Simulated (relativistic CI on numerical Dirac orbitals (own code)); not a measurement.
**Mg II: q coefficients**

These numbers are calculated, not measured: Dirac-Coulomb-Breit CI, KLI orbitals optimised for each configuration, valence Slater integrals scaled by 0.85, P86 correlation energy added to each configuration, derivatives by finite differences, QED left out (own radial code, finite nucleus).

CI space (outside the closed core [Ne]): 3s, 3p, 4s, 3d, 4p, 5s, 4d, 4f. Levels of other configurations are missing.

With x = (α/α₀)² − 1 an excitation energy changes as ω = ω₀ + qx; K = 2q/ω₀ is the relative enhancement. Terms are leading LS components, so labels can repeat.

Lowest level 3s 2S_1/2.

```csv
Level,ω₀ (cm⁻¹),q (cm⁻¹),K
3p 2P°_1/2,34800.9,112.1,0.00644
3p 2P°_3/2,34884.3,195.7,0.0112
4s 2S_1/2,69169.0,121.8,0.00352
3d 2D_5/2,69925.2,171.9,0.00492
3d 2D_3/2,69926.8,173.5,0.00496
4p 2P°_1/2,80066.0,152.4,0.00381
4p 2P°_3/2,80093.2,179.6,0.00448
5s 2S_1/2,92247.0,150.8,0.00327
4d 2D_5/2,92678.3,172.1,0.00371
4d 2D_3/2,92679.3,173.1,0.00374
4f 2F°_5/2,94842.8,172.3,0.00363
4f 2F°_7/2,94842.9,172.4,0.00364
```

Correlation outside the listed configurations is missing or only estimated: errors of thousands of cm⁻¹ between configurations and terms are usual at this charge. Rates and lifetimes follow the computed energies and can be off by large factors. The fine structure of a lone outer electron comes out too small, for d and f at times inverted, and misplaced configurations move strength between like terms.
